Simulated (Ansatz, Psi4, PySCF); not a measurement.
C₃H₉ClGe (SMILES [CH3][Ge]([CH3])([CH3])[Cl]), singlet, at a GFN2-xTB geometry. Base run: B3LYP5/STO-3G (PySCF).

Geometry (Å):
```xyz
14

C     -0.7723     1.5782    -1.1185
Ge    -0.0476    -0.0623    -0.2498
C      1.6934    -0.6241    -1.0398
C     -1.3754    -1.5480    -0.2245
Cl     0.3405     0.4450     1.7857
H     -0.9936     1.3904    -2.1644
H     -1.6855     1.8967    -0.6241
H     -0.0516     2.3886    -1.0582
H      2.0943    -1.4793    -0.5035
H      1.5688    -0.8982    -2.0826
H      2.4154     0.1851    -0.9795
H     -1.6204    -1.8583    -1.2353
H     -2.2889    -1.2311     0.2704
H     -0.9762    -2.4036     0.3123
```
All else is at PySCF's defaults.

The same geometry, method and basis name were run in Ansatz (a first-principles code) and Psi4 and PySCF, at each program's defaults and at the settings that a row names. The base is PySCF at its defaults. Differences at the defaults can come from grids, fitting, cores and function types together.

```csv
code and settings,ΔE vs base (mEh),basis functions,E (Eh),SCF cycles,dipole (D)
"PySCF, defaults (exact integrals, its default grid, spherical functions)",0.000,51,-2626.36111,8,2.88
"Psi4, defaults (density fitting with its default set, its default grid, spherical functions)",-3.146,51,-2626.36425,8,2.88
"Ansatz, defaults (factorised integrals, its default grid, spherical functions)",0.005,51,-2626.36110,-,-
"PySCF, density fitting with def2-universal-jkfit",-3.186,51,-2626.36429,8,2.88
"PySCF, fine grid",0.001,51,-2626.36111,8,2.88
"Psi4, exact integrals, spherical functions, fine grid",0.001,51,-2626.36111,11,2.88
"Ansatz, high accuracy",0.001,51,-2626.36111,-,-
```
